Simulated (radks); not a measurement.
All-electron atom: Ar I in [Ar]. Calculated with a radial shooting solver on a logarithmic mesh with Libxc functionals: scalar-relativistic Kohn-Sham, r2SCAN, spin-polarised, spherical densities, finite nucleus; meta-GGA in the generalised Kohn-Sham scheme; Fermi nuclear charge, rms radius 3.4274 fm; hard spherical wall at 3 bohr.

Normalised radial functions P(r) = r R(r), r in bohr:

```
   r/bohr * 2s, o 3d (the largest magnitude, 1.63, reaches the edge; | marks zero, & curves that meet)
 0.004828                             o  *
  0.00604                             o   *
 0.007556                             o    *
 0.009378                             o     *
  0.01173                             o      *
  0.01468                             o       *
  0.01836                             o        *
  0.02279                             o          *
  0.02851                             o           *
  0.03567                             o            *
  0.04427                             o            *
  0.05539                             o           *
  0.06929                             o         *
  0.08669                             o      *
   0.1076                             o *
   0.1346                         *   o
   0.1684                 *           |o
    0.209          *                  |o
   0.2615    *                        | o
   0.3271  *                          |  o
   0.4093   *                         |   o
   0.5079        *                    |     o
   0.6355              *              |       o
    0.795                     *       |         o
   0.9867                         *   |           o
    1.234                            *|            o
    1.544                             *             o
    1.932                             *           o
    2.398                             *       o
        3                             &
```

2s: eigenvalue -290.36 eV, 1 radial node at r = 0.117 bohr, <r> = 0.413 bohr, 90 % of the charge inside 0.645 bohr. 3d (empty): eigenvalue 22.396 eV, 0 radial nodes, <r> = 1.53 bohr, 90 % of the charge inside 2.23 bohr.
